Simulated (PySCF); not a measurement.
Compound: C₅H₄O₃.
SMILES with atom numbers: `[CH3:1][O:2][c:3]1[cH:4][c:5](=[O:6])[c:7]1=[O:8]` (hydrogens: H9, H10, H11 on C1; H12 on C4)

Method: PySCF, CAM-B3LYP/def2-SV(P) geometry optimisation, gas phase; density fitting, grid level 1; the optimiser is geomeTRIC in internal coordinates, started from a GFN2-xTB structure.

Step 0: E = -11375.3139 eV
```
atom  x, y, z in Å  |  force x, y, z in eV/Å
C1      2.0164   -0.1263    0.4740   -0.255  -0.217  -0.132
O2      0.9610   -0.9353   -0.0289   -0.283   0.114  -0.023
C3     -0.2108   -0.3702   -0.1582    0.252   0.219   0.129
C4     -0.7492    0.8692    0.0680    0.421  -0.297   0.019
C5     -2.0915    0.4777   -0.3817   -0.612   0.189  -0.106
O6     -3.1580    1.0067   -0.4958    0.104  -0.064   0.001
C7     -1.5197   -0.9350   -0.6488   -0.132  -0.836  -0.273
O8     -1.8928   -1.9939   -1.0474    0.029   0.201   0.071
H9      2.8971   -0.7629    0.5090    0.329  -0.198   0.021
H10     1.7794    0.2364    1.4767   -0.115   0.095   0.357
H11     2.1969    0.7243   -0.1871    0.050   0.281  -0.267
H12    -0.3535    1.7967    0.4367    0.213   0.514   0.203
```

Step 1: E = -11375.3296 eV
```
atom  x, y, z in Å  |  force x, y, z in eV/Å
C1      2.0100   -0.1359    0.4840    0.039   0.034   0.049
O2      0.9426   -0.9441    0.0124    0.034   0.024  -0.050
C3     -0.2135   -0.3635   -0.1425    0.013  -0.085  -0.043
C4     -0.7348    0.8848    0.0437   -0.007   0.062   0.151
C5     -2.0901    0.4887   -0.4221   -0.020   0.036  -0.179
O6     -3.1438    1.0248   -0.5795   -0.019   0.014   0.051
C7     -1.5196   -0.9519   -0.6412   -0.082   0.017   0.180
O8     -1.9053   -2.0235   -0.9766    0.051  -0.029  -0.080
H9      2.9316   -0.7216    0.3633   -0.021  -0.007   0.012
H10     1.8608    0.1093    1.5507   -0.009   0.006  -0.039
H11     2.0780    0.7956   -0.1053    0.018  -0.038   0.004
H12    -0.3407    1.8249    0.4298    0.001  -0.034  -0.058
```

**Question.** Estimate the geometry and energy of step 2. (The exact step hangs on the optimiser's Hessian estimate; all steps are aligned on step 1, rigid shifts and turns removed.)

**Answer.** E = -11375.3330 eV, largest force 0.071 eV/Å
```
atom  x, y, z in Å  |  force x, y, z in eV/Å
C1      2.0160   -0.1344    0.4776   -0.007  -0.004   0.032
O2      0.9437   -0.9398    0.0103   -0.004   0.018  -0.050
C3     -0.2165   -0.3635   -0.1356   -0.034  -0.013   0.053
C4     -0.7456    0.8804    0.0658    0.019   0.016   0.013
C5     -2.0948    0.4904   -0.4267   -0.009  -0.017   0.060
O6     -3.1457    1.0294   -0.5935    0.019  -0.001   0.000
C7     -1.5233   -0.9529   -0.6319   -0.002  -0.001  -0.071
O8     -1.8974   -2.0223   -0.9879    0.011  -0.007   0.003
H9      2.9298   -0.7353    0.3785   -0.007  -0.010   0.012
H10     1.8583    0.1338    1.5364   -0.008   0.013  -0.005
H11     2.1040    0.7828   -0.1294    0.003  -0.008  -0.014
H12    -0.3532    1.8190    0.4531    0.017   0.014  -0.034
```

The energy changes by -0.0034 eV. The first-order estimate −F·Δx gives -0.0074 eV and the mean of the old and new forces, exact on a quadratic surface, -0.0035 eV. The step makes an angle of 73° with the force vector and moves no atom by more than 0.038 Å.

What follows is the cost of the whole optimisation. The run took 37 s of wall time on one thread, AMD EPYC 9R14 (x86_64), no GPU (shared host), and the process peaked at 0.67 GiB of memory.
